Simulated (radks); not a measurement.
The numbers below are computed, except where a source is named.
Q: The ruthenium ion Ru+, 43 electrons, occupied as [Kr] 4d7. Level of theory: scalar-relativistic Kohn-Sham, PBE, spin-polarised, spherical densities, point nucleus; open shells are filled with parallel spins first (a radial shooting solver on a logarithmic mesh with Libxc functionals). Some entries of the table are withheld. Estimate them.

orbital,occ.,eigenvalue (Ry),<r> (bohr),r(max) (bohr)
1s down,1,-1612.914,0.03344,0.02172
1s up,1,-1612.914,0.03344,0.02172
2s up,1,-232.3625,0.1457,0.1229
2s down,1,-232.3337,0.1457,0.1229
2p up,3,-208.1554,0.1270,0.09824
2p down,3,-208.1339,0.1270,0.09823
3s up,1,-41.35620,0.4027,0.3616
3s down,1,-41.34176,0.4027,0.3616
3p up,3,-33.40305,0.4030,0.3549
3p down,3,-33.38655,0.4030,0.3549
3d up,5,-20.61047,0.3842,0.3011
3d down,5,-20.58433,0.3841,0.3012
4s up,1,(1),1.021,(2)
4s down,1,(3),1.018,(4)
4p up,3,-4.01686,1.131,0.9850
4p down,3,-3.87113,1.128,0.9818
4d up,5,(5),1.626,1.215
4d down,2,(6),1.669,1.212

A: 
(1) 4s up eigenvalue (Ry): -6.21128
(2) 4s up r(max) (bohr): 0.9159
(3) 4s down eigenvalue (Ry): -6.07536
(4) 4s down r(max) (bohr): 0.9135
(5) 4d up eigenvalue (Ry): -0.98153
(6) 4d down eigenvalue (Ry): -0.83664
